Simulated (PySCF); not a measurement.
C₃H₆FNSi, SMILES F[C@@H]1CN=C1[SiH3]. Geometry optimised at PBE-D3(BJ)/def2-SVP. The structure was generated by enumeration; whether it is a known compound was not checked.

Question: Give the equilibrium geometry at PBE-D3(BJ)/def2-SVP (PySCF confirms it by a frequency run) as Cartesian coordinates in Å. (An estimate is asked for; the answer gives what the named calculation found.)

Answer: 
```xyz
12

F     -0.9852     1.1316     1.4973
C     -0.9444     0.7652     0.1709
C     -1.8868    -0.3671    -0.3176
N     -0.6805    -1.0860    -0.8337
C      0.1283    -0.2093    -0.2932
Si     2.0221    -0.2556    -0.2383
H     -0.9901     1.6865    -0.4549
H     -2.6535    -0.1337    -1.0868
H     -2.3602    -0.9205     0.5182
H      2.5175    -1.3762    -1.1032
H      2.4669    -0.4580     1.1836
H      2.5575     1.0649    -0.7208
```
Charge 0, spin multiplicity 1.
